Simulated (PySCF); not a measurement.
One molecule, one basis, several functionals.

Species: TMS, C4H12Si.
SMILES: `C[Si](C)(C)C`

PySCF, IGLO-III basis, density fitting, gas phase, GFN2-xTB geometry. One functional is left out:

```csv
functional,exact exchange (%),HOMO energy (eV),LUMO energy (eV)
B97-D,0,-7.01,-0.02
BLYP,0,-6.91,-0.16
BP86,0,-7.11,0.04
OPBE,0,-6.99,0.00
B97-2,21,-8.06,0.57
mPW1PW91,25,-8.34,0.53
BHandHLYP,50,-9.54,1.02
```

Question: Predict the row of B3LYP (20 % exact exchange) by straight lines through the other rows, and check it.

Answer: 
| property | line | computed | computed − line | B97-2 (21 %), for comparison |
| --- | --- | --- | --- | --- |
| HOMO energy (eV) | -8.03 | -8.11 | -0.08 | -8.06 |
| LUMO energy (eV) | 0.42 | 0.23 | -0.19 | 0.57 |

Question: Which of these properties follows the share of exact exchange most closely, and which least?

Answer: Most closely the HOMO energy, least the LUMO energy; the correlations over the tabulated rows are HOMO energy -0.998, LUMO energy 0.980. The HOMO energy moves by -0.510 eV for every 10 %. Functionals with the same share still differ in their other parts: at 0 % BLYP and BP86 differ by 0.20 eV in it.
